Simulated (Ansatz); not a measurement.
One geometry of `FC[SiH](F)[SeH]`, several functionals.

```yaml
crystal:
  periodic: [false, false, false]
  atoms:
    - {symbol: F, position_ang: [-0.139742, -0.416360, 2.229158]}
    - {symbol: C, position_ang: [0.087531, 0.342543, 1.089290]}
    - {symbol: Si, position_ang: [-0.407339, -0.611861, -0.455550]}
    - {symbol: F, position_ang: [0.439857, -1.963344, -0.491980]}
    - {symbol: Se, position_ang: [-0.034688, 0.675117, -2.278134]}
    - {symbol: H, position_ang: [-0.494671, 1.267733, 1.160994]}
    - {symbol: H, position_ang: [1.148559, 0.615316, 1.059838]}
    - {symbol: H, position_ang: [-1.843572, -0.962440, -0.478807]}
    - {symbol: H, position_ang: [1.332665, 1.006994, -1.851810]}
basis:
  gaussian: {orbitals: def2-TZVPP}
hamiltonian: {xc: pbe0, dispersion: d4}
output: {orbitals: {seedname: orbitals}}
```

```sh
$ ansatz run in.yaml --threads 4 --pin off --events-out ev --progress --plain
```

Output, abridged:

```
Functional definition: PBE0
1431 factors; their error is unknown
mean field evaluation 1: about -79747.3643 eV, gradient 4.4e1 eV
mean field evaluation 2: about -79745.5323 eV, gradient 5.7e1 eV
mean field evaluation 4: about -79750.7327 eV, gradient 2.4e0 eV
mean field evaluation 8: about -79750.7417 eV, gradient 3.2e-2 eV
mean field evaluation 16: about -79751.1878 eV, gradient 1.4e-4 eV
mean field -79751.18783136 eV, -2930.8020955058 hartree, gradient 5.0e-5 eV, S^2 0.000000; 0 other end points of the search recorded, 0 dependent functions left out
reference -79751.18785978 eV, -2930.8020965502 hartree; 38, 38 occupied and 201, 201 virtual orbitals, 1431 factors
Total energy: -79751.36436702 eV, -2930.8085830717 hartree
```

Hardware: 4 threads of a server CPU on a shared host. Wall time 1.9 s, peak host memory 0.7 GiB.

Changing it to `hamiltonian: {xc: {name: wB97M-V}}` and forces (abridged; 6 s):

```
Functional definition: wB97M-V
mean field evaluation 16: about -79762.6122 eV, gradient 6.3e-4 eV
mean field -79762.61221057 eV, -2931.2219336981 hartree, gradient 8.1e-5 eV, S^2 0.000000
Total energy: -79762.61225545 eV, -2931.2219353473 hartree
Atom 0 force    -0.052689    -0.158485     0.196065 eV/Å
Atom 1 force     0.070247     0.216296    -0.289379 eV/Å
Atom 2 force    -0.228234     0.110645     0.028881 eV/Å
Atom 3 force     0.069764    -0.079102    -0.007807 eV/Å
Atom 4 force     0.094921    -0.013421     0.083270 eV/Å
Atom 5 force     0.058151    -0.073263    -0.003098 eV/Å
Atom 6 force    -0.089858    -0.014389     0.001652 eV/Å
Atom 7 force     0.175761     0.042104     0.011853 eV/Å
Atom 8 force    -0.098062    -0.030385    -0.021436 eV/Å
Dipole moment:     0.035837     0.384236    -0.107257 e Å
```

Changing it to `hamiltonian: {xc: {name: wB97X-V}}` (abridged; 4.6 s):

```
Functional definition: wB97X-V
mean field evaluation 16: about -79759.3581 eV, gradient 2.7e-4 eV
mean field -79759.35805224 eV, -2931.1023455852 hartree, gradient 7.4e-5 eV, S^2 0.000000
Total energy: -79759.35805040 eV, -2931.1023455174 hartree
```

The same input with `hamiltonian: {xc: {name: LC-wPBE}}` (abridged; 1.6 s):

```
Functional definition: LC-wPBE
mean field evaluation 16: about -79753.7382 eV, gradient 3.1e-4 eV
mean field -79753.73815921 eV, -2930.8958183258 hartree, gradient 5.9e-5 eV, S^2 0.000000
Total energy: -79753.73815922 eV, -2930.8958183260 hartree
```

With the line `hamiltonian: {xc: {name: r2SCANh}, dispersion: d4}` (abridged; 2.6 s):

```
Functional definition: r2SCANh
mean field evaluation 16: about -79764.4001 eV, gradient 1.1e-4 eV
mean field -79764.40007760 eV, -2931.2876365996 hartree, gradient 1.4e-5 eV, S^2 0.000000
Total energy: -79764.45317141 eV, -2931.2895877610 hartree
```

The same input with `hamiltonian: {xc: {name: BLYP}, dispersion: d4}` (abridged; 1.2 s):

```
Functional definition: BLYP
mean field evaluation 16: about -79768.5909 eV, gradient 2.0e-4 eV
mean field -79768.59093494 eV, -2931.4416477660 hartree, gradient 5.8e-5 eV, S^2 0.000000
Total energy: -79769.04342559 eV, -2931.4582764907 hartree
```
